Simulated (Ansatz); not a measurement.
This geometry of CH6GaN + H2S (12 atoms, charge 0, multiplicity 1) is a first-order saddle point.

Level of theory: Ansatz, RKS r2SCANh-D4/def2-SVP.

```xyz
12
Properties=species:S:1:pos:R:3
Ga -0.216 0.059 0.265
H -1.638 0.604 -0.577
C 1.395 1.015 -0.273
N -0.779 -0.377 1.947
H -1.485 -0.332 -1.068
S -0.678 -1.767 -1.411
H 1.341 1.306 -1.330
H 2.281 0.378 -0.138
H 1.526 1.924 0.331
H -1.687 -0.813 2.066
H -0.113 -0.843 2.555
H 0.052 -1.156 -2.367
```

(1) Which two structures does it join? (They come from a converged band through this point; their orientation in space is the band's.)

(2) How far does it lie above each of them?

## Answers

(1) Bonds broken: Ga1–H2, H5–S6. Bonds formed: Ga1–S6, H2–H5. CH6GaN + H2S becomes CH6GaNS + H2.

First end point:

```xyz
12
Properties=species:S:1:pos:R:3
Ga -0.387 0.527 0.285
H -1.666 1.146 -0.379
C 1.467 1.036 -0.119
N -0.697 -0.407 1.823
H -1.637 -1.936 -1.383
S -0.348 -1.624 -1.621
H 1.634 1.161 -1.198
H 2.176 0.282 0.252
H 1.715 1.993 0.365
H -1.613 -0.560 2.224
H 0.030 -0.770 2.425
H -0.672 -0.848 -2.675
```

Last end point:

```xyz
12
Properties=species:S:1:pos:R:3
Ga 0.171 -0.521 0.344
H -2.166 1.330 -1.595
C 1.368 0.923 -0.192
N -0.474 -0.718 2.019
H -1.982 0.594 -1.593
S -0.518 -2.101 -1.053
H 0.981 1.430 -1.088
H 2.363 0.524 -0.436
H 1.481 1.667 0.609
H -1.093 -1.464 2.307
H -0.274 -0.085 2.782
H 0.143 -1.579 -2.106
```

(2) 0.73 eV above the first and 1.27 eV above the second. This is the barrier of this one path; another mechanism may lie lower. The orbitals stay closed-shell, which can raise the energy where a bond breaks towards radicals; this wasn't checked here.

Run time: 5 min on 4 threads of Arm Neoverse N1, on a shared host, peak memory 0.35 GiB.
